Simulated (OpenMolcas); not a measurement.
neutral carbon: from CASSCF to CASPT2

```yaml
Program: OpenMolcas
Basis: ANO-RCC-VDZP [3s2p1d]
Scalar_Hamiltonian: DKH3, point nucleus
Active_space: 2 electrons in 3 orbitals (2p)
State_averaging: 2S+1 = 3 even, 3 roots; 2S+1 = 1 even, 6 roots
Spin-orbit_coupling: state interaction with AMFI integrals over the reference wave functions, term energies averaged over their components
```

Methods on the same reference wave functions:
A. CASSCF
B. SS-CASPT2, IPEA 0.25 Eh, imaginary shift 0.1 Eh (closed shells correlated: 1s 2s)

Energies in cm⁻¹ above 2s² 2p² ³P₀, the measured ground level; measured values from NIST Handbook of Basic Atomic Spectroscopic Data.

| Level | A | B | Measured |
| --- | --- | --- | --- |
| 2s² 2p² ³P₀ | 0.0 | 0.0 | 0.0 |
| 2s² 2p² ³P₁ | 15.4 | 15.4 | 16.4 |
| 2s² 2p² ³P₂ | 46.1 | 46.1 | 43.4 |
| 2s² 2p² ¹D₂ | 12863 | 11660 | 10193 |
| 2s² 2p² ¹S₀ | 31791 | 25590 | 21648 |

Deviations, from unrounded energies. A percentage is the sum of absolute deviations over the sum of measured energies, with the sign that they share, or ± where signs differ.

```csv
Against measurement,Levels,A,B
mean absolute deviation (cm-1),4,3200,1400
fine structure of the ground term (%),2,±6.2,±6.2
other terms of the ground configuration (%),2,+40.2,+17.0
```

B lies closest to measurement on these levels. The largest miss of B in the table is 2s² 2p² ¹S₀, by +3900 cm-1. The ranking rests on the paired levels alone, and a cruder setting can come out closer through cancelling errors.

From A to B the spin-free energies of the other terms of 2s² 2p² shown, above ³P, scale by factors of 0.80 to 0.91.

The lowest spin-free term lies below A's lowest term by 0.063 hartree in B.

Term energies are means over components that CASPT2 splits; among the terms shown or strongly mixed into the levels shown the widest spread is 160 cm-1 (2s² 2p² ¹D, B). With the s shell closed, the reference lacks s² → p² mixing. Without dynamic correlation excited terms often stand tens of per cent too high (terms of higher spin than the ground term too low), and those without a measured partner can miss by more than the paired ones (holds for A). Some terms miss by over 15 % even with CASPT2, which points to a basis or an active space too small for the shells correlated (holds for B). Computed and measured levels are paired by configuration, term and J; levels that our copy of the source lacks, or whose pairing is in doubt (as where it misses far off the trend of its configuration), stay unpaired and out of the deviations. Only configurations of the active space appear.
